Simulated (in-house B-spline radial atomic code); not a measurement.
RPA and G0W0 for the vanadium ion V⁵⁺, [Ne] 3s2 3p6, as one setting changes: the highest l of the empty states. Start: PBE. A dash marks a level of low quasi-particle weight. Computed with an all-electron radial atomic-structure program (B-spline basis): all electrons, scalar-relativistic (spin-free one-electron X2C), finite nucleus, each spin shell either full or empty, empty states to the listed l with an (l + 1/2)⁻⁴ tail; G0W0 by contour deformation at full frequency.

```csv
highest l of the empty states,RPA summed (Eh),RPA extrapolated (Eh),G0W0 level (eV)
3,-1.077,-1.2238,3p -128.13
4,-1.1611,-1.2512,3p -128.47
5,?,?,?
6,-1.2094,-1.2359,3p -128.43
7,?,?,?
8,-1.2223,-1.2334,3p -128.42
9,-1.2252,-1.233,3p -128.41
10,-1.227,-1.2327,3p -128.41
11,-1.2283,-1.2324,3p -128.41
```

Q: What belongs in the row for 5?

A: RPA summed (Eh): -1.194; RPA extrapolated (Eh): -1.2399; G0W0 level (eV): 3p -128.44.

Q: What belongs in the row for 7?

A: RPA summed (Eh): -1.2176; RPA extrapolated (Eh): -1.2343; G0W0 level (eV): 3p -128.42.
